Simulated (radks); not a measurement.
Isoelectronic series with 42 electrons, each ion in its NIST ground configuration. Calculated with a radial shooting solver on a logarithmic mesh with Libxc functionals: Dirac Kohn-Sham, PBE, spin-unpolarised, spherical densities, finite nucleus; open shells are shared between the two j in proportion to 2j + 1; Fermi nuclear charge, rms radius of each element as measured or else 0.836 A^(1/3) + 0.57 fm. Total energies (hartree) and mean radii <r> (bohr):

ion    configuration  E (hartree)   4d5/2   4d3/2   4p3/2
Mo      [Kr] 4d5 5s1  -4049.14502   2.013   1.981   1.248
Ru2+        [Kr] 4d6  -4530.52845   1.532   1.516   1.130
Pd4+        [Kr] 4d6  -5042.66753   1.255   1.244   1.021
Cd6+        [Kr] 4d6  -5585.63775   1.083   1.074  0.9309
Sn8+        [Kr] 4d6  -6159.67567  0.9601  0.9520  0.8553
Te10+       [Kr] 4d6  -6765.07313  0.8663  0.8588  0.7913
Xe12+       [Kr] 4d6  -7402.17897  0.7913  0.7841  0.7365
Ba14+       [Kr] 4d6   -8071.3701  0.7295  0.7226  0.6891
Ce16+       [Kr] 4d6   -8773.0665  0.6774  0.6707  0.6475
Nd18+       [Kr] 4d6   -9507.7217  0.6328  0.6262  0.6107
